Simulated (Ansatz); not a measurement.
Geometry optimisation, Ansatz, RKS PBE-D4/def2-SVP.

Input file:

```yaml
crystal:
  periodic: [false, false, false]
  atoms:
    - { symbol: C, position_ang: [0.7252, 0.7284, -0.763] }
    - { symbol: S, position_ang: [0.0759, -0.9258, -0.948] }
    - { symbol: Si, position_ang: [-0.23668, -1.17526, -3.07129] }
    - { symbol: O, position_ang: [-1.61925, -0.20384, -3.29891] }
    - { symbol: H, position_ang: [0.8842, 0.9996, 0.2561] }
    - { symbol: H, position_ang: [1.6049, 0.9023, -1.3427] }
    - { symbol: H, position_ang: [-0.0292, 1.4859, -1.1639] }
    - { symbol: H, position_ang: [-2.20127, -0.0827, -2.57488] }
basis:
  gaussian: { orbitals: def2-SVP }
hamiltonian:
  xc: pbe
  dispersion: d4
relax:
  f_tol: 0.015
  max_steps: 40
```

Launched with:

```bash
$ ansatz run input.yaml --threads 1 --pin off --max-ram 2048MiB --backend cpu --events-out ev --progress --plain --runs-dir out
```

**Question.** Where does it end, and by what steps?

**Answer.** The forces met the threshold. The force dipped under the threshold on the way, but the program's further checks kept it going. After 24 steps the energy has fallen by 0.677 eV; H8 moved furthest, 1.45 Å.

| step | energy less start (eV) | largest force component (eV/Å) | accepted |
| --- | --- | --- | --- |
| 0 | 0.0000 | 2.172 | yes |
| 1 | -0.2110 | 1.881 | yes |
| 2 | -0.2488 | 1.631 | yes |
| 3 | -0.3060 | 1.026 | yes |
| 4 | -0.3538 | 0.680 | yes |
| 5 | -0.4327 | 0.355 | yes |
| 6 | -0.4929 | 0.803 | yes |
| 7 | -0.5383 | 0.795 | yes |
| 8 | -0.6365 | 0.448 | yes |
| 9 | -0.6599 | 0.402 | yes |
| 10 | -0.6414 | 0.277 | no |
| 11 | -0.6615 | 0.201 | yes |
| 12 | -0.6580 | 0.567 | no |
| 13 | -0.6729 | 0.058 | yes |
| 14 | -0.6742 | 0.042 | yes |
| 15 | -0.6754 | 0.019 | yes |
| 16 | -0.6725 | 0.266 | no |
| 17 | -0.6757 | 0.008 | yes |
| 18 | -0.6762 | 0.051 | yes |
| 19 | -0.6763 | 0.044 | yes |
| 20 | -0.6764 | 0.043 | yes |
| 21 | -0.6763 | 0.064 | no |
| 22 | -0.6766 | 0.027 | yes |
| 23 | -0.6766 | 0.019 | yes |
| 24 | -0.6767 | 0.008 | yes |

```xyz
8
Properties=species:S:1:pos:R:3
C 0.425 0.686 -0.824
S 0.510 -1.139 -0.990
Si -0.724 -1.618 -2.746
O -1.268 -0.104 -3.258
H 1.015 0.966 0.069
H 0.870 1.194 -1.704
H -0.617 1.033 -0.669
H -1.007 0.710 -2.785
```

Whether the end is a true minimum wasn't checked by a vibrational analysis.

The run took 61 s on 1 thread of AMD EPYC 7R43 64-Core Processor (Zen 3) (shared host), peak memory 0.15 GiB.
